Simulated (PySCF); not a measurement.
## Structure from NMR data

The spectra below were simulated for a compound C6H6FO3P.

¹H NMR (600 MHz, computed): δ 7.81 (m, 1H), 7.75 (m, 1H), 7.73 (m, 1H), 7.51 (m, 1H), 3.53 (br s, 2H).

¹³C{¹H} NMR (computed): δ 172.3 (C), 138.6 (C), 135.2 (CH), 129.8 (CH), 125.5 (CH), 123.5 (CH).

- geometry from GFN2-xTB
- σ from GIAO-PBE0/pcSseg-1
- program: PySCF
- in vacuum, non-relativistic Hamiltonian, one computed conformer, equivalent nuclei averaged

Scale: ¹H, ¹³C against TMS (reference shieldings calculated alike).

Q: Deduce the structure.

A: 
6 carbon signals for 6 carbons: no two carbons are equivalent. Carbon types of the structure: 2 × C, 4 × CH, leaving 2 H on heteroatoms. δC 172.3: aromatic carbon bearing fluorine; an ipso carbon deshielded by its heteroatom. δC 138.6: substituted aromatic carbon. δC 135.2, 129.8, 125.5, 123.5: aromatic CH. δH 7.81, 7.75, 7.73, 7.51: hydrogen on an aromatic CH; aromatic region. δH 3.53: hydrogen on an oxygen bonded to P; exchangeable, gas-phase position.

Structure: SMILES O=P(O)(O)c1cccc(F)c1.

The data come from this structure; uniqueness wasn't tested.

OH and NH positions are those of a molecule without intermolecular hydrogen bonds; in solution they move with solvent, concentration and temperature, and exchange usually removes their couplings. Splittings by ¹⁹F and ³¹P in the carbon and heteronuclear signals aren't shown, as no couplings were computed. Shifts are as computed. Against solution values, carbons near 30 ppm lie about +3 ppm off and those near 130 ppm about +5 ppm. Of 1211 compounds with measured shifts, 218 miss one by over three times the rms of a fit or turn the order of signals round; such compounds aren't used in these exercises. Multiplicities follow the n + 1 count of equivalent neighbours, as no J values were calculated; m marks all less simple cases, F and P coupling included.
